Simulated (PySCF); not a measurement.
# Electron correlation in Os⁻ (osmium, charge -1)

[Xe] 4f14 5d7 6s2, high-spin 4F determinant. Calculation: PySCF 2.14, in def2-QZVPPD with the def2 core potential (60 electrons) (7s5p4d4f2g, 88 functions); a scalar-relativistic core potential. Frozen: nothing; 17 electrons correlated.

| level | correlation energy (mhartree) |
| --- | --- |
| CCSD | -518.74 |
| (T) | -25.32 |
| CCSD(T) | -544.06 |

Diagnostics: T1 = 0.031, D1 = 0.1575, largest double amplitude 0.052.

Problem. Is a single reference adequate?

Solution. Largely. T1 is above 0.03 while the doubles stay small, so the singles mainly relax the orbitals.

The basis has no tight functions for the innermost shells, so their pair energies are far from complete.

This basis was not built for core-valence correlation, so the inner-shell part is incomplete.
